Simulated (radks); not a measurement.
Values are calculated unless marked as measured or tabulated.
Task: The mean radii <r> (bohr) of the occupied orbitals of an atom or ion are listed with their occupations. Level of theory: scalar-relativistic Kohn-Sham, PBEsol, spin-polarised, spherical densities, finite nucleus; Fermi nuclear charge, rms radius of each element as measured or else 0.836 A^(1/3) + 0.57 fm (a radial shooting solver on a logarithmic mesh with Libxc functionals).

| orbital | occ. | <r> |
|---|---|---|
| 1s up | 1 | 0.03918 |
| 1s down | 1 | 0.03918 |
| 2s up | 1 | 0.1726 |
| 2s down | 1 | 0.1726 |
| 2p up | 3 | 0.1504 |
| 2p down | 3 | 0.1504 |
| 3s up | 1 | 0.4921 |
| 3s down | 1 | 0.4920 |
| 3p up | 3 | 0.4983 |
| 3p down | 3 | 0.4980 |
| 3d up | 5 | 0.4971 |
| 3d down | 5 | 0.4960 |
| 4s up | 1 | 1.297 |
| 4s down | 1 | 1.298 |
| 4p up | 3 | 1.438 |
| 4p down | 1 | 1.445 |

Name the element and its charge. Open shells, if any, are filled with parallel spins first.

Result: Z = 38, strontium, charge +4: Sr4+ in [Ar] 3d10 4s2 4p4. The 1s radius gives Z: for a bare nucleus <r> = (2 gamma + 1)/(2Z) with gamma = sqrt(1 - (Z/c)^2), 0.03844 bohr for Z = 38, and screening makes it slightly larger (0.03918 here). The occupations add up to 34, and the charge is Z minus that.
